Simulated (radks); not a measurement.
Spherical jellium clusters: N electrons in a uniform positive sphere of charge N and radius rs N^(1/3), rs = 4.23 bohr. Calculated with a radial shooting solver with Libxc functionals: non-relativistic Kohn-Sham, LDA (Slater exchange, Perdew-Wang correlation), spin-polarised, spherical densities. Levels are named by radial order and angular momentum (1s, 1p, 1d, 2s, ...), and open shells are averaged over m.

N = 29, configuration 1s2 1p6 1d10 2s2 1f(up 7, down 2). This is the lowest configuration that the search found. Occupied and some empty levels:

| level | occupation | eigenvalue (eV) | <r> (bohr) |
|---|---|---|---|
| 1s up | 1 | -4.9793 | 7.833 |
| 1s down | 1 | -4.8406 | 7.432 |
| 1p up | 3 | -4.4066 | 9.282 |
| 1p down | 3 | -4.2051 | 9.111 |
| 1d up | 5 | -3.6847 | 10.21 |
| 1d down | 5 | -3.4556 | 10.16 |
| 2s up | 1 | -3.3377 | 8.001 |
| 2s down | 1 | -3.2254 | 8.257 |
| 1f up | 7 | -2.8270 | 10.95 |
| 1f down | 2 | -2.5900 | 10.99 |
| 2p up | 0 | -2.2626 | 9.386 |
| 2p down | 0 | -2.1540 | 9.479 |
| 1g up | 0 | -1.8553 | 11.66 |
| 1g down | 0 | -1.6244 | 11.76 |
| 2d up | 0 | -1.2245 | 11.26 |
| 2d down | 0 | -1.1107 | 11.39 |

Energy (eV): total -54.6424, kinetic 46.561, external -2094.3, Hartree 1039.0, exchange-correlation -102.41, background 1056.6.
